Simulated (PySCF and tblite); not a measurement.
Values are calculated unless marked as measured or tabulated.
C₈H₁₀, numbered as in [CH:1]#[C:2][C@@:3]12[CH2:4][CH2:5][CH2:6][C@@H:7]1[CH2:8]2.

Conformers came from 60 starts (ETKDG and KDG, MMFF94s, GFN2-xTB); geometries are GFN2-xTB. Weights use PBE0-D3(BJ)/def2-SVP (IEF-PCM, chloroform) energies plus GFN2-xTB zero-point and thermal terms (modes under about 100 cm⁻¹ blended into free rotors). Symmetry numbers and mirror images are counted. Conformers within 3 kcal/mol (GFN2-xTB free energy) were kept, 6 at most. Of two unlike H on one atom, a is the less shielded (KT3/pcSseg-1 (IEF-PCM, chloroform)). Run with PySCF (density fitting) and tblite.

An NOE distance is ⟨r⁻⁶⟩^(−1/6) over all pairs of like atoms and, for the average, over conformers.

The 5-ring runs over atoms 3–4–5–6–7.

| conformer | shape | weight % |
| --- | --- | --- |
| 1 | 5-ring envelope (ring torsions -28, 28, -18, 1, 16°) | 99.8 |
| 2 | 5-ring envelope (ring torsions 30, -29, 18, 1, -19°) | 0.2 |

(1) Which H–H contacts under 3.5 Å would NOEs report (pairs on one atom left out) at 298.15 K?

## Answers

(1) 
```csv
pair,in 1 (Å),in 2 (Å),average (Å)
H5b ··· H8b,2.31,3.78,2.31
H4a ··· H5b,2.38,2.41,2.38
H5b ··· H6b,2.38,2.40,2.38
H4b ··· H5a,2.39,2.37,2.39
H5a ··· H6a,2.39,2.37,2.39
H6a ··· H7,2.48,2.43,2.48
H7 ··· H8a,2.52,2.53,2.52
H5a ··· H6b,2.73,3.03,2.73
H6b ··· H7,2.73,2.94,2.73
H4a ··· H5a,2.74,3.03,2.74
H4a ··· H8b,2.89,2.44,2.89
H6b ··· H8b,2.93,2.46,2.93
H4b ··· H5b,3.03,2.73,3.03
H5b ··· H6a,3.03,2.73,3.03
H4b ··· H6a,3.06,4.15,3.06
H7 ··· H8b,3.11,3.10,3.11
```

Longer pairs under the limit may be missing.
